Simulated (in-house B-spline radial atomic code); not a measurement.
**How G0W0 and RPA depend on the start: Rb²⁷⁺**

Configuration [He] 2s2 2p6. Computed with a B-spline radial code for spherical atoms: all electrons, non-relativistic, point nucleus, each spin shell either full or empty, empty states to l = 9 with an (l + 1/2)⁻⁴ tail; G0W0 by contour deformation at full frequency.

Without relativity these are model numbers: it shifts the levels of so heavy an element strongly and can reorder them.

```tsv
start	mean-field 2p (eV)	G0W0 (eV)	QP weight	RPA correlation (Eh)
Hartree-Fock	-3131.08	?	?	?
PBE	-3056.69	-3129.45	0.997	-0.6379
LC-wPBE	-3062.38	-3129.53	0.997	-0.63638
LDA exchange-only	-3051.49	-3129.82	0.997	-0.63808
BLYP	-3057.17	?	?	?
```

Problem. What G0W0 level, weight and RPA correlation energy follow from the BLYP start?

Solution. G0W0 level -3129.39 eV, weight 0.997, RPA correlation -0.63795 hartree.

Problem. What G0W0 level, weight and RPA correlation energy follow from the Hartree-Fock start?

Solution. G0W0 level -3129.50 eV, weight 0.998, RPA correlation -0.61844 hartree.

Problem. How much of the dependence on the start does G0W0 remove?

Solution. The mean-field levels span 79.6 eV and the G0W0 levels 0.435 eV. Against 3133.3 ± 1.8 eV (NIST, semi-empirical) the G0W0 removal energies are off by -3.91 to -3.48 eV, with relativity, Breit and QED terms left out.
